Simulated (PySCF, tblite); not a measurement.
Isomers of C3H6ClFO2S. Calculated harmonic vibrations of the isolated species, GFN2-xTB (tblite), most abundant isotopes, no scaling. This tight-binding method is rough: wavenumbers can miss measured ones by several per cent, in bad cases by 10 to 20. One conformer each.

Electronic energies: PBE0/pcSseg-1 single points on the GFN2-xTB geometries (PySCF, gas phase).

```tsv
SMILES	electronic energy, lowest = 0 (kcal/mol)
C[C@H](CF)S(=O)(=O)Cl	1.6
C[C@H](F)CS(=O)(=O)Cl	0.0
CC[C@@H](F)S(=O)(=O)Cl	4.2
```

Problem. How do GFN2-xTB zero-point energies change the relative energies?

Solution. 
| SMILES | ZPE (kcal/mol) | of it from modes above 1550 cm⁻¹ | electronic (kcal/mol) | with ZPE, lowest = 0 (kcal/mol) | lowest mode (cm⁻¹) | rings |
| --- | --- | --- | --- | --- | --- | --- |
| C[C@H](F)CS(=O)(=O)Cl | 59.4 | 26.0 | 0.0 | 0.0 | 7 | 0 |
| C[C@H](CF)S(=O)(=O)Cl | 59.5 | 25.8 | 1.6 | 1.7 | 64 | 0 |
| CC[C@@H](F)S(=O)(=O)Cl | 59.6 | 25.9 | 4.2 | 4.4 | 23 | 0 |

The zero-point energies span 0.2 kcal/mol, from `C[C@H](F)CS(=O)(=O)Cl` to `CC[C@@H](F)S(=O)(=O)Cl`. The order is unchanged.

Problem. And how do the electronic energies of GFN2-xTB itself compare?

Solution. `C[C@H](F)CS(=O)(=O)Cl` 2.1; `C[C@H](CF)S(=O)(=O)Cl` 0.0; `CC[C@@H](F)S(=O)(=O)Cl` 4.7 kcal/mol, lowest = 0. Against the energies above, taken from the same isomer `C[C@H](F)CS(=O)(=O)Cl`, the largest difference is 3.7 kcal/mol.
